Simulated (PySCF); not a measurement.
Excitation energy of Xe²⁺ by level of theory

Xe²⁺ [Kr] 4d10 5s2 5p4 (3P) → Xe²⁺ [Kr] 4d10 5s1 5p4 6s1 (5P), as a difference of total energies. All numbers are calculated (PySCF 2.14, the spin-free X2C one-electron Hamiltonian (Gaussian nucleus), in x2c-QZVPPall with one added diffuse shell each of s, p, d, f type (14s10p8d5f1g, 128 functions)). Correlated levels: valence: [Kr] 4d10 frozen; valence and next inner shell: [Ar] 3d10 frozen. The calculations carry no spin-orbit coupling.

```csv
method,excitation energy (eV)
UHF,26.914
LDA,27.736
PBE,27.397
PBE0,27.554
r2SCAN,27.599
B3LYP,27.739
BP86,27.516
r2SCAN0,27.636
MP2 (valence),26.811
SCS-MP2 (valence),26.991
MP2 (valence and next inner shell),27.218
SCS-MP2 (valence and next inner shell),27.284
```

How much does correlation contribute at MP2 (valence and next inner shell)?

27.218 − (26.914) = 0.304 eV, measured against UHF.

A first-order spin-orbit estimate (lowest level to lowest level, LS coupling) adds -0.052 eV.

The promoted electron is Rydberg-like, and one or two diffuse shells describe it only roughly, which tends to raise the upper state.
